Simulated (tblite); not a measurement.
C₆H₁₁ClO₂.
Atom-mapped SMILES: `[CH3:1][CH2:2][C@@:3]([CH3:4])([O:5][CH3:6])[C:7](=[O:8])[Cl:9]` (hydrogens: H10, H11, H12 on C1; H13, H14 on C2; H15, H16, H17 on C4; H18, H19, H20 on C6)

Computed geometry: GFN2-xTB, gas phase.

Q: What internal coordinates does the optimisation give?

A: 
```csv
bond,length (Å)
C1–C2,1.522
C2–C3,1.546
C3–C4,1.531
C3–O5,1.414
O5–C6,1.410
C3–C7,1.526
C7=O8,1.186
C7–Cl9,1.761
"C1–H10, C1–H11, C1–H12",1.087
C2–H13,1.091
C2–H14,1.091
"C4–H15, C4–H16, C4–H17",1.086
"C6–H18, C6–H19, C6–H20",1.093
```

Bonds in one row agree within 0.01 Å and their mean is given. A selection of angles:
```csv
angle,degrees
C1–C2–C3,115.2
C2–C3–C4,111.9
C2–C3–O5,104.0
C2–C3–C7,107.9
C4–C3–O5,113.3
C4–C3–C7,108.6
O5–C3–C7,111.0
C3–O5–C6,116.6
C3–C7–O8,127.5
C3–C7–Cl9,112.3
O8–C7–Cl9,120.2
```

Torsions: C1–C2–C3–C4 63° (synclinal); C2–C3–O5–C6 -179° (antiperiplanar); C2–C3–C7–O8 106° (anticlinal).

The C–O distances run from 1.186 Å (C7=O8, drawn double) to 1.414 Å (C3–O5, drawn single), a spread of 0.228 Å. The 4 C–C bonds span 1.522 Å (C1–C2, drawn single) to 1.546 Å (C2–C3, drawn single), a spread of 0.024 Å. Of the pairs four or more bonds apart, C7···H20 is among the closest relative to their van der Waals radii: 2.61 Å, 90 % of the sum of Bondi's values.

Point group: C1 (no symmetry element, even within 0.4 Å). Its GFN2-xTB frequencies are all real (lowest 24 cm⁻¹). The numbers are those of one conformer. 3 starts were optimised and ended at 0.00, 0.71 and 1.07 kcal/mol (GFN2-xTB); the lowest of these is shown.
